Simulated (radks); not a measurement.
Question: Neutral vanadium, 23 electrons, occupied as [Ar] 3d3 4s2. Method: Dirac Kohn-Sham, LDA (Slater exchange, Perdew-Wang correlation), spin-unpolarised, spherical densities, finite nucleus; open shells fill j = l - 1/2 first; Fermi nuclear charge, rms radius 3.6002 fm; computed with a radial shooting solver on a logarithmic mesh with Libxc functionals. Some entries of the table are withheld. Estimate them.

orbital,occ.,eigenvalue (eV),<r> (bohr)
1s1/2,2,(1),0.06657
2s1/2,2,-600.8644,0.3089
2p1/2,2,-507.3441,(2)
2p3/2,4,-500.2639,(3)
3s1/2,2,-69.7859,0.9504
3p1/2,2,-44.4810,(4)
3p3/2,4,-43.6409,(5)
3d3/2,3,(6),1.444
3d5/2,0,(7),1.450
4s1/2,2,-4.8425,3.324

Answer: 
(1) 1s1/2 eigenvalue (eV): -5350.093
(2) 2p1/2 <r> (bohr): 0.2726
(3) 2p3/2 <r> (bohr): 0.2754
(4) 3p1/2 <r> (bohr): 1.012
(5) 3p3/2 <r> (bohr): 1.021
(6) 3d3/2 eigenvalue (eV): -5.3988
(7) 3d5/2 eigenvalue (eV): -5.3327
